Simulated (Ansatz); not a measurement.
This geometry of AlCl2H3OSi + H2 (10 atoms, charge 0, multiplicity 1) is a first-order saddle point.

Method: RKS PBE-D4/def2-SVP (Ansatz).

```xyz
10
Properties=species:S:1:pos:R:3
Al -0.148 0.383 -0.137
Cl -0.153 0.042 2.342
O 1.313 -0.280 -0.708
Si 2.400 -1.384 -1.318
H 1.687 -2.485 -2.058
H 3.342 -0.691 -2.264
H 3.197 -1.992 -0.194
Cl -2.022 -0.254 -0.865
H -0.067 1.920 0.424
H -0.084 1.278 1.687
```

Which two structures does it join? (They come from a converged band through this point; their orientation in space is the band's.)

Bonds broken: Al1–Cl2, H9–H10. Bonds formed: Al1–H9, Cl2–H10. AlCl2H3OSi + H2 becomes AlCl2H5OSi.

Image 0:

```xyz
10
Properties=species:S:1:pos:R:3
Al -0.340 -0.235 0.323
Cl -0.446 -0.507 2.409
O 1.061 -0.684 -0.516
Si 2.388 -1.351 -1.264
H 1.966 -2.482 -2.163
H 3.079 -0.299 -2.090
H 3.355 -1.877 -0.238
Cl -2.086 0.223 -0.753
H 0.167 1.956 0.228
H 0.321 1.795 0.973
```

Image 8:

```xyz
10
Properties=species:S:1:pos:R:3
Al -0.149 0.565 -0.377
Cl -0.078 -0.096 2.214
O 1.325 -0.180 -0.834
Si 2.373 -1.372 -1.321
H 1.634 -2.548 -1.906
H 3.317 -0.831 -2.361
H 3.183 -1.858 -0.146
Cl -1.962 -0.410 -0.897
H -0.158 2.110 -0.018
H -0.020 1.159 2.557
```

How far does it lie above each of them?

1.21 eV above the first and 0.09 eV above the second. This is the barrier of this one path; another mechanism may lie lower. The orbitals stay closed-shell, which can raise the energy where a bond breaks towards radicals; this wasn't checked here.

Run time: 3.4 min on 4 threads of Arm Neoverse V1 (shared host), peak memory 0.17 GiB.
